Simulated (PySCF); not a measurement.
## Telling isomers of C₅H₄ClO₂P apart by NMR

PySCF calculation with σ from GIAO-PBE0/pcSseg-1 and GFN2-xTB structure; averaged over atoms made equivalent by symmetry, fast rotation or ring inversion, one conformer, gas phase, non-relativistic.

δ = σ(ref) − σ, references computed at the same level: 1H (31.72 ppm), 13C (186.93 ppm) against TMS. Splittings of carbon signals by F and P are missing where no couplings were computed. Where no couplings were computed, multiplicities follow the n + 1 count of equivalent neighbours, and m marks all less simple cases (inequivalent or close neighbours, rings, F or P nearby). Shifts are as computed. Against solution values, carbons near 30 ppm lie about +3 ppm off and those near 130 ppm about +5 ppm; carbons on Cl a further +6 ppm. Of 1211 compounds with measured shifts, 218 miss one by over three times the rms of a fit or turn the order of signals round; such compounds aren't used in these exercises. Carbons bonded to Cl come out too deshielded.

(1) Tabulate the signals of `CC(=O)c1ocpc1Cl`, `CC(=O)c1occ(Cl)p1` and their relative energies.

(2) What is the quickest way to tell CC(=O)c1ocpc1Cl from CC(=O)c1occ(Cl)p1?

Results:

(1) 
```tsv
SMILES	carbon types	δC	δH	E rel. (kcal/mol)
CC(=O)c1ocpc1Cl	3×C 1×CH 1×CH3	189.5, 188.8, 163.0, 159.3, 30.9	8.77 (m, 1H), 2.57 (s, 3H)	2.8
CC(=O)c1occ(Cl)p1	3×C 1×CH 1×CH3	201.6, 191.2, 157.6, 154.8, 27.0	8.01 (m, 1H), 2.47 (s, 3H)	0.0
```

Energies are electronic energies at PBE0/pcSseg-1 on these geometries, without zero-point or thermal terms, each for the one conformer computed, which needn't be the lowest.

(2) Both give the same number of carbon signals, with the same numbers of each carbon type, so the positions decide. The first has an aromatic CH next to the ring oxygen at 189.5 ppm, the second an aromatic CH next to the ring oxygen at 154.8 ppm. Their most deshielded carbons lie at 189.5 and 201.6 ppm. In the proton spectra the most deshielded non-exchanging signals are 8.77 (m, 1H) and 8.01 (m, 1H).
